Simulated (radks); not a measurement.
The numbers below are computed, except where a source is named.
Q: The table gives one normalised radial function P(r) = r R(r) (large component) of Sn34+ in [Ne] 3s2 3p4 (r in bohr). Code: a radial shooting solver on a logarithmic mesh with Libxc functionals. Model: Dirac Kohn-Sham, relativistic LDA (MacDonald-Vosko exchange, VWN5 correlation), spin-unpolarised, spherical densities, finite nucleus; open shells fill j = l - 1/2 first; Fermi nuclear charge, rms radius 4.6519 fm.

| r | P |
|---|---|
| 0.001395 | 0.0066 |
| 0.001936 | 0.0124 |
| 0.002688 | 0.0232 |
| 0.003731 | 0.0430 |
| 0.005179 | 0.0791 |
| 0.00719 | 0.1436 |
| 0.009981 | 0.2555 |
| 0.01385 | 0.4431 |
| 0.01923 | 0.7411 |
| 0.0267 | 1.1801 |
| 0.03677 | 1.7411 |
| 0.05104 | 2.3695 |
| 0.07085 | 2.8477 |
| 0.09836 | 2.8911 |
| 0.1365 | 2.3339 |
| 0.1895 | 1.3786 |
| 0.2631 | 0.5313 |
| 0.3653 | 0.1139 |
| 0.5071 | 0.0109 |
| 0.7039 | 0.0003 |
| 0.9771 | 0.0000 |

Which n and l does it have? It may be an empty orbital.

A: n = 2, l = 1: the number of nodes gives n - l - 1 = 0, the rise at small r points to l (this Dirac orbital starts outside the nucleus as r^gamma with gamma = sqrt((l + 1)^2 - (Z/c)^2) = 1.97; the j = 3/2 orbital of l + 1 starts with the same power, but with a smaller coefficient, and then steepens), and the extent must fit the shell. The curve is that of 2p3/2; the two j differ most near the nucleus, where j = l - 1/2 has the larger amplitude, and in heavy atoms j = l - 1/2 is also the more compact. 2p3/2: eigenvalue -5672.3 eV, 0 radial nodes, <r> = 0.110 bohr, 90 % of the charge inside 0.178 bohr.
